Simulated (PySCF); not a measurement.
## Assignment exercise: C4H7Cl3O2Si

Atoms are numbered as in `[Cl:1][CH:2]([Cl:3])[C@@H:4]1[CH2:5][O:6][CH2:7][Si@H:8]([Cl:9])[O:10]1`; H(Xn) means a hydrogen on atom n. Ha(C5), Ha(C7) are cis to C2 on the ring; Hb(C5), Hb(C7) are trans to C2 on the ring.

Computed data (PySCF 2.14.0 with density-fitted response routines): structure optimised with GFN2-xTB, shielding tensors at PBE0/pcSseg-1 (GIAO). Single conformer, gas phase, non-relativistic.

δ = σ(ref) − σ, references computed at the same level: $^{13}$C and $^{1}$H against TMS.

(1) Assign these signals to the numbered atoms. $^{13}$C{$^{1}$H} NMR (computed): δ 85.6, 81.0, 71.2, 66.7.

(2) Assign these signals to the numbered atoms. $^{1}$H NMR (300 MHz, computed): δ 5.87 (d, 1H), 5.44 (m, 1H), 4.42 (m, 1H), 4.32 (m, 1H), 3.97 (m, 1H), 3.81 (m, 1H), 3.53 (m, 1H).

Answers

(1) 
85.6 → C2, sp3 CH bonded to 2 Cl: 2 electronegative neighbours deshield it
81.0 → C4, sp3 CH bonded to O: pulled downfield by the heteroatom
71.2 → C5, sp3 CH2 bonded to O: pulled downfield by the heteroatom
66.7 → C7, sp3 CH2 bonded to O and Si: deshielded by the electronegative neighbour

(2) 
| δ (ppm) | atoms | environment | reason |
| --- | --- | --- | --- |
| 5.87 | H(C2) | hydrogen on an sp3 CH bonded to 2 Cl | its carbon carries Cl, which withdraws density |
| 5.44 | H(Si8) | hydrogen on a silicon bonded to C, Cl, O, in a 6-membered ring | – |
| 4.42 | H(C4) | hydrogen on an sp3 CH bonded to O | its carbon carries O, which withdraws density |
| 4.32 | Hb(C5) | hydrogen on an sp3 CH2 bonded to O | its carbon carries O, hence the downfield position |
| 3.97 | Ha(C5) | hydrogen on an sp3 CH2 bonded to O | – |
| 3.81 | Hb(C7) | hydrogen on an sp3 CH2 bonded to O and Si | its carbon carries O, which withdraws density |
| 3.53 | Ha(C7) | hydrogen on an sp3 CH2 bonded to O and Si | – |

H(C4) and Hb(C5) lie closer than the usual error of such a calculation, so a measured spectrum could show them in the other order.

Carbons that carry Cl, above all several Cl atoms, come out too deshielded, partly because spin–orbit coupling is missing. Shifts are as computed. Against solution values, carbons near 30 ppm lie about +3 ppm off and those near 130 ppm about +5 ppm; carbons on Cl a further +6 ppm. Of 1211 compounds with measured shifts, 218 miss one by over three times the rms of a fit or turn the order of signals round; such compounds aren't used in these exercises. No couplings were computed; multiplicities are counted from neighbouring protons, with m where these are inequivalent, close in shift, in a saturated or five-membered ring or joined by F or P, and br s for small geminal =CH2 splittings.
